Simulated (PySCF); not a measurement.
F2GeH4OSi, SMILES F[SiH](F)[O][GeH3].

Coordinates come from a PBE0-D3(BJ)/def2-SVP optimisation. This is a generated structure with no PubChem entry under its InChIKey; it may be hypothetical. One conformer was computed; it need not be the lowest.

Two levels are set side by side: TDDFT-PBE/def2-SVPD (PySCF) and TDDFT-B3LYP/def2-SVPD (PySCF). Vertical, same geometry. The lowest singlet is HOMO→LUMO 99 % with PBE and HOMO→LUMO 99 % with the other functional; states are paired by order. Differences are taken from unrounded values.

| quantity | TDDFT-B3LYP | TDDFT-PBE | TDDFT-PBE minus TDDFT-B3LYP |
|---|---|---|---|
| lowest singlet excitation (eV) | 7.30 | 6.76 | -0.54 |
| lowest triplet excitation (TDA) (eV) | 6.92 | 6.41 | -0.51 |
| first bright state (f over 0.05) (eV) | 8.03 | 7.97 | -0.06 |
| its oscillator strength | 0.06 | 0.09 | 0.03 |

A lower first singlet is the usual sign of a functional without exact exchange. Differences between two approximate levels are no errors against the true value.

Rough cost on one machine, each run with all the roots and properties that it gave: TDDFT-B3LYP against TDDFT-PBE about 3 times.
